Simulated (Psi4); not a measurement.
HCl3Si, charge -1, doublet, at a GFN2-xTB geometry (a state made from the parent by changing its charge; the spin is typed, not shown lowest) (a gas-phase anion, which may not be bound at this level); CCSD(T)/3-21G (Psi4 1.11).

The Psi4 input:
```
memory 2 GB

molecule {
-1 2
  Si    0.24470920    0.27168732    0.12676686
  Cl   -1.09335905   -1.23658447   -0.34820121
  Cl   -1.27515476    1.96775416    0.22818236
  Cl    2.14529555   -0.97049972   -0.07733403
  H     0.36878146    0.26498816    1.58026276
}

set basis 3-21g
set reference uhf
set cc_type df
set mp2_type df
set scf_type df

energy('ccsd(t)')
print_variables()
```

Problem. Predict the main parts of the log of this Psi4 run.

Solution. 
```
Traceback (most recent call last):
  File "psi4", line 375, in <module>
  File "<string>", line 29, in <module>
  File "site-packages/psi4/driver/driver.py", line 461, in energy
  File "site-packages/psi4/driver/task_planner.py", line 255, in task_planner
  File "site-packages/psi4/driver/driver_util.py", line 222, in negotiate_derivative_type
  File "site-packages/psi4/driver/driver_util.py", line 344, in highest_analytic_derivative_available

psi4.driver.p4util.exceptions.MissingMethodError: Method=ccsd(t) is not available for any derivative level under conditions CC_TYPE=DF, REFERENCE=UHF, FREEZE_CORE=FALSE, QC_MODULE=(auto). See https://psicode.org/psi4manual/master/introduction.html#ss-ccsd-prt-pr. Or did you mean? ccsd(at) a-ccsd(t) ccsd(t)_l bccd(t) qcisd(t)

Printing out the relevant lines from the Psithon --> Python processed input file:
    core.set_global_option("BASIS", "3-21g")
    core.set_global_option("REFERENCE", "uhf")
    core.set_global_option("CC_TYPE", "df")
    core.set_global_option("MP2_TYPE", "df")
    core.set_global_option("SCF_TYPE", "df")
--> energy('ccsd(t)')
    print_variables()

!----------------------------------------------------------------------------------!
!                                                                                  !
!  Method=ccsd(t) is not available for any derivative level under conditions       !
!     CC_TYPE=DF, REFERENCE=UHF, FREEZE_CORE=FALSE, QC_MODULE=(auto). See          !
!     https://psicode.org/psi4manual/master/introduction.html#ss-ccsd-prt-pr. Or   !
!     did you mean? ccsd(at) a-ccsd(t) ccsd(t)_l bccd(t) qcisd(t)                  !
!                                                                                  !
!----------------------------------------------------------------------------------!
```

The input was rejected before any calculation.
